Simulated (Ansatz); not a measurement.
Cartesian coordinates in Å:
```
O -0.313 1.680 -0.476
C -0.250 0.705 0.543
Sn 0.576 -1.080 -0.332
Cl -1.261 -2.410 -0.919
H -0.787 2.448 -0.143
H 0.385 1.018 1.381
H -1.238 0.440 0.935
H 1.427 -0.781 -1.773
H 1.462 -2.020 0.784
```

The species carries charge 0 and has multiplicity 1. Sn: def2 effective core potential.

(1) List the r2SCAN/def2-TZVPP orbital energies in eV (Ansatz). (Estimate.)

## Answers

(1) The calculation gave: Occupied: -2752.65, -516.27, -274.80, -254.02, -192.56, -192.42, -192.41, -137.55, -92.45, -92.32, -92.30, -27.42, -26.90, -26.78, -26.73, -26.66, -26.64, -20.36, -17.80, -13.64, -13.07, -11.72, -10.10, -8.89, -8.84, -7.97, -7.41, -7.24, -6.97. Lowest empty: -1.02, -0.41, 0.21, 0.41, 1.57, 2.19, 2.54, 3.08.
